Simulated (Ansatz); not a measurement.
Relaxation of BClH$_{4}$O$_{3}$ (9 atoms, charge 0, multiplicity 1), to a largest force component of 0.03 eV/Å in at most 50 steps.

These are results of RKS PBE/def2-SVP in Ansatz, not measurements.

```xyz
9
Properties=species:S:1:pos:R:3:forces:R:3
B -0.028 0.484 -0.350 0.04 0.65 0.15
O -0.059 -0.217 2.165 0.20 0.53 0.02
H -1.017 -0.034 2.112 0.01 0.00 0.00
O 1.190 -0.051 -0.636 0.00 -0.01 -0.01
H 1.175 -1.008 -0.813 -0.01 0.01 0.01
O -1.272 -0.052 -0.538 -0.02 -0.02 0.01
H -1.257 -0.992 -0.791 0.01 0.01 0.00
Cl -0.014 2.254 0.139 -0.01 -0.65 -0.17
H 0.313 0.702 2.161 -0.21 -0.53 0.00
```

**Question.** Where does it end, and by what steps?

**Answer.** The forces met the threshold. After 9 steps the energy has fallen by 0.022 eV; H9 moved furthest, 0.10 Å.

```
step  energy less start (eV)  largest force component (eV/Å)  accepted
   0                  0.0000                           0.649       yes
   1                 -0.0133                           0.482       yes
   2                 -0.0198                           0.208       yes
   3                 -0.0150                           0.319        no
   4                 -0.0207                           0.134       yes
   5                 -0.0214                           0.041       yes
   6                 -0.0217                           0.050       yes
   7                 -0.0217                           0.040       yes
   8                 -0.0218                           0.032       yes
   9                 -0.0218                           0.018       yes
```

```xyz
9
Properties=species:S:1:pos:R:3
B -0.010 0.509 -0.380
O -0.087 -0.213 2.256
H -1.022 -0.051 2.025
O 1.193 -0.043 -0.702
H 1.160 -0.999 -0.878
O -1.255 -0.055 -0.485
H -1.236 -0.996 -0.736
Cl 0.015 2.237 0.093
H 0.272 0.697 2.253
```

Whether the end is a true minimum wasn't checked by a vibrational analysis.

Time of the run: 80 s on 2 threads of Intel(R) Xeon(R) Processor @ 2.50GHz (Skylake/Cascade Lake), with other jobs on the host, peak memory 0.14 GiB.
